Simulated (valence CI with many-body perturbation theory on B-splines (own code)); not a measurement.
**Sensitivity of CI+MBPT for Ar XIV**

Calculated by valence CI with perturbative core correlation (CI+MBPT): three valence electrons over a frozen Dirac-Fock core [He], radial functions for each j: 6 s, 6 p, 5 d, 3 f, 1 g, with the one-electron correlation potential Σ1, the two-electron term Σ2, the three-electron term Σ3, Breit, model QED; selected CI, second order for the rest, scaled by the run's own slope (own B-spline code, finite nucleus).

No measured levels were compared; by estimate levels of excited configurations hold to 0.05 to 0.15 % of their energy, terms of the ground configuration to about 0.5 %.

The reference run has the lowest level 2s2 2p 2P°_1/2 and an ionisation energy of 755.104 eV. Its largest variational space holds 4108 state functions.

Changed runs:
A. averaging of valence orbitals over low configurations on → off
B. correlating orbitals by l 3 3 3 2 1 → 5 4 1 1 2; Breit term on → off
C. size limit of the variational space 10000 → 3000; second order for the rest on → off
D. Davidson iteration limit 60 → 3 (bad on purpose)

Excitation energies of the reference run in cm⁻¹, and shifts in cm⁻¹:

```tsv
Level	Reference	A	B	C	D
2s2 2p 2P°_3/2	22655	+1.0	+1137	+0.2	0
2s 2p2 4P_1/2	229074	+26	-703	-0.6	0
2s 2p2 4P_3/2	237657	+26	-268	-0.4	0
2s 2p2 4P_5/2	249146	+25	+1001	-0.3	0
2s 2p2 2D_3/2	410415	+59	+675	+1.5	0
2s 2p2 2D_5/2	411386	+60	+1018	+1.6	0
2s 2p2 2S_1/2	514935	+78	-220	+0.4	0
2s 2p2 2P_1/2	545638	+36	+468	+1.8	0
2s 2p2 2P_3/2	555137	+20	+1152	+5.2	0
2p3 4S°_3/2	717809	+44	-104	+0.2	0
2p3 2D°_3/2	811203	+93	-122	+2.7	0
2p3 2D°_5/2	813092	+91	+982	+2.7	0
Ionisation energy (eV)	755.104	-0.0013	+0.257	-9e-05	0
```

Run D: The Davidson iterations stopped at their limit.
